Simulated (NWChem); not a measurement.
Everything below was run with NWChem. System: CH₆BN, charge 1, spin multiplicity 2, at the geometry of a parent with another charge or spin, in a state set for the comparison that need not be this species' ground state. Its SCF solution wasn't tested for a lower state. Level: UPBE0/6-31G* (spherical d).

The NWChem input:

```
start mol
memory heap 200 mb stack 900 mb global 1100 mb
charge 1
geometry units angstroms nocenter noautoz
  B     -1.374289    -0.222952     0.000000
  H     -2.116996    -1.187612     0.000000
  H     -1.791502     0.922274     0.000000
  N      0.004827    -0.439326     0.000000
  C      1.060147     0.557776     0.000000
  H      0.351118    -1.402845     0.000000
  H      1.712564     0.471706    -0.896594
  H      1.712564     0.471706     0.896594
  H      0.609030     1.568160     0.000000
  symmetry group Cs
end
basis spherical
  * library 6-31g*
end
dft
  xc pbe0
  odft
  mult 2
  semidirect memsize 60000000 filesize 0
  iterations 100
end
task dft energy
```

Output (cleaned and shortened):

```
             Northwest Computational Chemistry Package (NWChem) 7.3.0
             --------------------------------------------------------

                                NWChem Input Module
                                -------------------

 Scaling coordinates for geometry "geometry" by  1.889725989
 (inverse scale =  0.529177249)

 Turning off AUTOSYM since
 SYMMETRY directive was detected!

                             Geometry "geometry" -> ""
                             -------------------------

 Output coordinates in angstroms (scale by  1.889725989 to convert to a.u.)

  No.       Tag          Charge          X              Y              Z
 ---- ---------------- ---------- -------------- -------------- --------------
    1 B                    5.0000    -1.37428900    -0.22295200     0.00000000
    2 H                    1.0000    -2.11699600    -1.18761200     0.00000000
    3 H                    1.0000    -1.79150200     0.92227400     0.00000000
    4 N                    7.0000     0.00482700    -0.43932600     0.00000000
    5 C                    6.0000     1.06014700     0.55777600     0.00000000
    6 H                    1.0000     0.35111800    -1.40284500     0.00000000
    7 H                    1.0000     1.71256400     0.47170600    -0.89659400
    8 H                    1.0000     1.71256400     0.47170600     0.89659400
    9 H                    1.0000     0.60903000     1.56816000     0.00000000

 Effective nuclear repulsion energy (a.u.)      70.2288858473

            Nuclear Dipole moment (a.u.)
            ----------------------------
        X                 Y               Z
 ---------------- ---------------- ----------------
     0.0000075589     0.0000056692     0.0000000000

      Symmetry information
      --------------------

 Group name             Cs
 Group number              2
 Group order               2
 No. of unique centers     8

      Symmetry unique atoms

     1    2    3    4    5    6    7    9


 Summary of "ao basis" -> "" (spherical)
 ------------------------------------------------------------------------------
       Tag                 Description            Shells   Functions and Types
 ---------------- ------------------------------  ------  ---------------------
 *                           6-31g*                   on all atoms

                                 NWChem DFT Module
                                 -----------------

 Summary of "ao basis" -> "ao basis" (spherical)
 ------------------------------------------------------------------------------
       Tag                 Description            Shells   Functions and Types
 ---------------- ------------------------------  ------  ---------------------
 B                           6-31g*                  6       14   3s2p1d
 H                           6-31g*                  2        2   2s
 N                           6-31g*                  6       14   3s2p1d
 C                           6-31g*                  6       14   3s2p1d

 Summary of "ao basis" -> "ao basis" (spherical)
 ------------------------------------------------------------------------------
       Tag                 Description            Shells   Functions and Types
 ---------------- ------------------------------  ------  ---------------------
 B                           6-31g*                  6       14   3s2p1d
 H                           6-31g*                  2        2   2s
 N                           6-31g*                  6       14   3s2p1d
 C                           6-31g*                  6       14   3s2p1d

      Symmetry analysis of basis
      --------------------------

        a'         40
        a"         14

            General Information
            -------------------
          SCF calculation type: DFT
          Wavefunction type:  spin polarized.
          No. of atoms     :     9
          No. of electrons :    23
           Alpha electrons :    12
            Beta electrons :    11
          Charge           :     1
          Spin multiplicity:     2
          Use of symmetry is: on ; symmetry adaption is: on
          Maximum number of iterations: 100
          AO basis - number of functions:    54
                     number of shells:    30
          Convergence on energy requested:  1.00D-06
          Convergence on density requested:  1.00D-05
          Convergence on gradient requested:  5.00D-04

              XC Information
              --------------
                         PBE0 Method XC Functional
                     Hartree-Fock (Exact) Exchange  0.250
          PerdewBurkeErnzerhof Exchange Functional  0.750
            Perdew 1991 LDA Correlation Functional  1.000 local
           PerdewBurkeErnz. Correlation Functional  1.000 non-local

             Grid Information
             ----------------
          Grid used for XC integration:  medium
          Radial quadrature: Mura-Knowles
          Angular quadrature: Lebedev.
          Tag              B.-S. Rad. Rad. Pts. Rad. Cut. Ang. Pts.
          ---              ---------- --------- --------- ---------
          B                   0.85       49           9.0       434
          H                   0.35       45          11.0       434
          N                   0.65       49           7.0       434
          C                   0.70       49          10.0       434
          Grid pruning is: on
          Number of quadrature shells:   372
          Spatial weights used:  Erf1

          Convergence Information
          -----------------------
          Convergence aids based upon iterative change in
[...]
  ----- ------------  ---------------      ----- ------------  ---------------
     3      0.289437  1 B  px                21     -0.232906  4 N  px
    35      0.213200  5 C  px                 6     -0.181434  1 B  s
    17     -0.158444  3 H  s                 36     -0.156856  5 C  py
    53     -0.157279  9 H  s                 15     -0.147956  2 H  s
     2     -0.139689  1 B  s                 16     -0.130006  2 H  s

 Vector   11  Occ=1.000000D+00  E=-6.180945D-01  Symmetry=a"
              MO Center=  6.8D-01,  7.9D-02,  1.6D-15, r^2= 2.0D+00
   Bfn.  Coefficient  Atom+Function         Bfn.  Coefficient  Atom+Function
  ----- ------------  ---------------      ----- ------------  ---------------
    23      0.455939  4 N  pz                27      0.333922  4 N  pz
    37     -0.331884  5 C  pz                49      0.203332  7 H  s
    51     -0.203332  8 H  s                 41     -0.197832  5 C  pz
    50      0.140756  7 H  s                 52     -0.140756  8 H  s
     5      0.132805  1 B  pz                 9      0.041475  1 B  pz

 Vector   12  Occ=1.000000D+00  E=-5.617421D-01  Symmetry=a'
              MO Center= -1.6D+00, -1.9D-01,  9.9D-18, r^2= 1.8D+00
   Bfn.  Coefficient  Atom+Function         Bfn.  Coefficient  Atom+Function
  ----- ------------  ---------------      ----- ------------  ---------------
     4      0.427244  1 B  py                15     -0.236764  2 H  s
    17      0.233139  3 H  s                  8      0.209006  1 B  py
    16     -0.173193  2 H  s                 18      0.174057  3 H  s
    22     -0.099949  4 N  py                35      0.099794  5 C  px
    47      0.075010  6 H  s                 26     -0.073631  4 N  py

 Vector   13  Occ=0.000000D+00  E=-2.364318D-01  Symmetry=a"
              MO Center= -1.3D+00, -2.2D-01, -5.9D-16, r^2= 1.9D+00
   Bfn.  Coefficient  Atom+Function         Bfn.  Coefficient  Atom+Function
  ----- ------------  ---------------      ----- ------------  ---------------
     9      0.634248  1 B  pz                 5      0.537287  1 B  pz
    27     -0.309011  4 N  pz                23     -0.272108  4 N  pz
    50     -0.069778  7 H  s                 52      0.069778  8 H  s
    49     -0.036432  7 H  s                 51      0.036432  8 H  s
    31      0.035188  4 N  d  1

 Vector   14  Occ=0.000000D+00  E=-1.441307D-01  Symmetry=a'
              MO Center=  3.9D-01, -1.1D+00,  2.3D-17, r^2= 3.0D+00
   Bfn.  Coefficient  Atom+Function         Bfn.  Coefficient  Atom+Function
  ----- ------------  ---------------      ----- ------------  ---------------
    24      1.426882  4 N  s                 48     -1.296965  6 H  s
     7     -0.377488  1 B  px                26     -0.369693  4 N  py
    39      0.349765  5 C  px                38      0.342963  5 C  s
    50     -0.339591  7 H  s                 52     -0.339591  8 H  s
    40      0.329782  5 C  py                20      0.207270  4 N  s

 Vector   15  Occ=0.000000D+00  E=-8.548203D-02  Symmetry=a'
              MO Center=  7.9D-01,  2.3D-01,  8.6D-15, r^2= 3.9D+00
   Bfn.  Coefficient  Atom+Function         Bfn.  Coefficient  Atom+Function
  ----- ------------  ---------------      ----- ------------  ---------------
    38      1.752885  5 C  s                 24     -1.083054  4 N  s
    40     -0.787331  5 C  py                50     -0.775229  7 H  s
    52     -0.775229  8 H  s                 26     -0.498664  4 N  py
    18      0.488504  3 H  s                  8     -0.386014  1 B  py
    25     -0.374956  4 N  px                16     -0.368840  2 H  s

                     DFT Final Beta Molecular Orbital Analysis
                     -----------------------------------------

 Vector    9  Occ=1.000000D+00  E=-6.546604D-01  Symmetry=a'
              MO Center= -1.7D-01,  4.2D-01, -5.4D-16, r^2= 3.3D+00
   Bfn.  Coefficient  Atom+Function         Bfn.  Coefficient  Atom+Function
  ----- ------------  ---------------      ----- ------------  ---------------
    36      0.320721  5 C  py                53      0.222407  9 H  s
     6     -0.199473  1 B  s                  2     -0.192287  1 B  s
    35     -0.191904  5 C  px                40      0.179030  5 C  py
     3      0.153812  1 B  px                17     -0.132372  3 H  s
    15     -0.131044  2 H  s                 54      0.118929  9 H  s

 Vector   10  Occ=1.000000D+00  E=-6.329464D-01  Symmetry=a'
              MO Center= -5.7D-01,  1.7D-01, -3.1D-18, r^2= 3.2D+00
   Bfn.  Coefficient  Atom+Function         Bfn.  Coefficient  Atom+Function
  ----- ------------  ---------------      ----- ------------  ---------------
     3      0.295707  1 B  px                21     -0.240213  4 N  px
    35      0.227375  5 C  px                36     -0.162278  5 C  py
    53     -0.161677  9 H  s                  6     -0.158965  1 B  s
    17     -0.154167  3 H  s                 15     -0.141163  2 H  s
    16     -0.127181  2 H  s                 18     -0.125233  3 H  s

 Vector   11  Occ=1.000000D+00  E=-5.611413D-01  Symmetry=a'
              MO Center= -1.6D+00, -1.9D-01, -5.7D-20, r^2= 1.8D+00
   Bfn.  Coefficient  Atom+Function         Bfn.  Coefficient  Atom+Function
  ----- ------------  ---------------      ----- ------------  ---------------
     4      0.424782  1 B  py                15     -0.237860  2 H  s
    17      0.233491  3 H  s                  8      0.203309  1 B  py
    16     -0.177712  2 H  s                 18      0.177561  3 H  s
    35      0.105483  5 C  px                22     -0.097780  4 N  py
    47      0.077700  6 H  s                  3      0.073486  1 B  px

 Vector   12  Occ=0.000000D+00  E=-4.550697D-01  Symmetry=a"
              MO Center=  7.3D-02, -2.2D-01, -7.6D-18, r^2= 1.9D+00
   Bfn.  Coefficient  Atom+Function         Bfn.  Coefficient  Atom+Function
  ----- ------------  ---------------      ----- ------------  ---------------
    23      0.493252  4 N  pz                27      0.416550  4 N  pz
     5      0.221918  1 B  pz                37     -0.180343  5 C  pz
    49      0.138992  7 H  s                 50      0.138652  7 H  s
    51     -0.138992  8 H  s                 52     -0.138652  8 H  s
     9      0.117535  1 B  pz                41     -0.099760  5 C  pz

 Vector   13  Occ=0.000000D+00  E=-2.054914D-01  Symmetry=a"
              MO Center= -1.2D+00, -2.2D-01,  2.2D-16, r^2= 2.2D+00
   Bfn.  Coefficient  Atom+Function         Bfn.  Coefficient  Atom+Function
  ----- ------------  ---------------      ----- ------------  ---------------
     9      0.649375  1 B  pz                 5      0.498306  1 B  pz
    27     -0.409328  4 N  pz                23     -0.309857  4 N  pz
    50     -0.125420  7 H  s                 52      0.125420  8 H  s
    49     -0.056073  7 H  s                 51      0.056073  8 H  s
    31      0.031395  4 N  d  1

 Vector   14  Occ=0.000000D+00  E=-1.358367D-01  Symmetry=a'
              MO Center=  4.1D-01, -1.1D+00,  2.7D-16, r^2= 3.1D+00
   Bfn.  Coefficient  Atom+Function         Bfn.  Coefficient  Atom+Function
  ----- ------------  ---------------      ----- ------------  ---------------
    24      1.394189  4 N  s                 48     -1.328627  6 H  s
    38      0.438355  5 C  s                 26     -0.410797  4 N  py
    50     -0.379768  7 H  s                 52     -0.379768  8 H  s
     7     -0.372067  1 B  px                39      0.335780  5 C  px
    40      0.301097  5 C  py                16     -0.246702  2 H  s

   alpha - beta orbital overlaps
   -----------------------------

   alpha      1      2      3      4      5      6      7      8      9     10
    beta      1      2      3      4      5      6      7      8      9     10
 overlap   1.000  1.000  1.000  0.998  0.998  0.999  0.999  0.933  0.999  0.999

   alpha     11     12     13     14     15     16     17     18     19     20
    beta     12     11     13     14     15     16     18     17     19     20
 overlap   0.926  1.000  0.989  0.998  0.922  0.922  0.998  0.996  0.995  0.990

   alpha     21     22     23     24     25     26     27     28     29     30
    beta     21     22     23     24     25     26     27     28     29     30
 overlap   0.994  0.999  0.999  0.997  0.974  0.973  0.992  0.997  0.983  0.997

   alpha     31     32     33     34     35     36     37     38     39     40
    beta     31     32     33     34     35     36     37     38     39     40
 overlap   0.998  0.993  0.999  0.942  0.940  0.995  0.995  0.996  0.999  0.999

   alpha     41     42     43     44     45     46     47     48     49     50
    beta     41     42     43     44     45     46     47     48     50     49
 overlap   0.997  0.998  0.999  0.999  0.999  0.998  1.000  0.996  0.994  0.999

   alpha     51     52     53     54
    beta     51     52     53     54
 overlap   0.995  0.996  0.999  0.999

     --------------------------
     Expectation value of S2:
     --------------------------
      <S2> =      0.7542 (Exact =     0.7500)

 center of mass
 --------------
 x =  -0.08163375 y =  -0.04665843 z =   0.00000000

 moments of inertia (a.u.)
 ------------------
          56.302628015165         -47.697263217308           0.000000000000
         -47.697263217308         178.486309040603           0.000000000000
           0.000000000000           0.000000000000         223.216243675955

     Multipole analysis of the density
     ---------------------------------

     L   x y z        total         alpha         beta         nuclear
     -   - - -        -----         -----         ----         -------
     0   0 0 0      1.000000    -12.000000    -11.000000     24.000000

     1   1 0 0      0.711805      0.164834      0.546963      0.000008
     1   0 1 0     -0.331856      0.069234     -0.401096      0.000006
     1   0 0 1     -0.000000     -0.000000      0.000000      0.000000

     2   2 0 0     -8.690307    -59.609968    -57.062496    107.982157
     2   1 1 0      1.038873    -14.180642    -13.367444     28.586960
     2   1 0 1      0.000000      0.000000     -0.000000      0.000000
     2   0 2 0    -10.175911    -24.588168    -23.438876     37.851133
     2   0 1 1     -0.000000      0.000000     -0.000000      0.000000
     2   0 0 2    -12.220215     -9.918257     -8.043378      5.741420

 Task  times  cpu:        1.8s     wall:        1.8s

 Total times  cpu:        1.8s     wall:        1.8s
```
